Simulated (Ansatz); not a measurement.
All numbers were calculated with Ansatz.

A structure relaxed at PBE0-D4/def2-TZVP, charge 0, multiplicity 1:

Cartesian coordinates in Å:
```
Si 0.609 0.490 0.822
Si -0.770 -0.315 -0.771
Se 1.242 -1.349 -0.393
H 1.427 1.706 0.602
H 0.363 0.242 2.262
H -1.967 -1.119 -0.432
H -0.903 0.345 -2.091
```

Q: Give its formula and SMILES.

A: H4SeSi2, `[SiH2]1[SiH2][Se]1`.

Q: Point group (tolerance 0.08 Å, 0.16 Å for H)?

A: C2v.

Q: Summarise the bond lengths by kind.

A: 1 × Si–Si 2.256 Å; 2 × Se–Si 2.293 Å; 4 × H–Si 1.482 Å.
